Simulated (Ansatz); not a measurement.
Two structures, one formula

The two ends of one reaction step of BNH6O2, singlet (PBE0-D4/def2-TZVP).

A:

B1  (0.362, -0.496, -0.628)
H2  (-0.670, 2.203, 2.008)
O3  (0.739, 0.804, -0.886)
O4  (1.185, -1.500, -1.067)
H5  (-0.344, 1.533, 1.945)
N6  (-0.815, -0.851, 0.067)
H7  (0.146, 1.468, -0.531)
H8  (1.961, -1.147, -1.506)
H9  (-1.510, -0.201, 0.382)
H10  (-1.054, -1.814, 0.216)
(Å)

B:

| atom | x (Å) | y (Å) | z (Å) |
| --- | --- | --- | --- |
| B1 | 0.5037 | 0.2575 | 0.0871 |
| H2 | 0.7453 | 0.9037 | 1.0984 |
| O3 | 0.2292 | 1.0229 | -1.0924 |
| O4 | 1.3500 | -0.8702 | -0.1342 |
| H5 | -1.6835 | 0.1834 | 0.7757 |
| N6 | -0.9884 | -0.4834 | 0.4586 |
| H7 | 0.3465 | 1.9590 | -0.9399 |
| H8 | 1.6715 | -0.8462 | -1.0371 |
| H9 | -1.3253 | -0.9346 | -0.3871 |
| H10 | -0.8488 | -1.1921 | 1.1708 |

Computed with Ansatz 0.2.0 (basis: def2-TZVPP); correlated methods freeze the cores. B3LYP uses VWN-RPA correlation.

Question: Which structure is lower at CCSD(T), and by how much? (Judge from chemistry; the value comes from the calculation.)

Answer: The calculation gives: A, by 52.5 kJ/mol (electronic energy, against the other). By their contacts, A is a complex of BNH₄O₂ ([NH2][B]([OH])[OH]) + H₂ and B is BNH₆O₂ ([NH3][BH]([OH])[OH]).

All methods give the same order:

```tsv
method	E(B) − E(A) (kJ/mol)
SPW92	32.0
PBE-D4	51.9
BLYP-D4	66.1
r2SCAN-D4	57.2
B97M-V	59.4
PBE0-D4	50.4
B3LYP-D4	63.4
r2SCAN0-D4	54.7
BHLYP-D4	61.7
CAM-B3LYP-D4	59.3
wB97X-V	53.4
wB97M-V	55.9
B2PLYP	60.7
PBE-QIDH	49.6
RPA on PBE	52.0
HF	78.0
MP2	54.0
CCSD	54.3
CCSD(T)	52.5
```

No T1 diagnostic of these runs exceeds 0.011.

Labels in which every atom is bracketed show which atoms are joined, not bond orders.

For scale, one of the runs: CCSD(T)/def2-TZVPP, 208 basis functions, launched by `ansatz run in.yaml --threads 4 --pin off --events-out ev --progress --plain --max-ram 9574MiB`. Hardware: 4 CPU threads of an Arm Neoverse V1, shared host. Wall time 57 s; peak host memory 3 GiB.
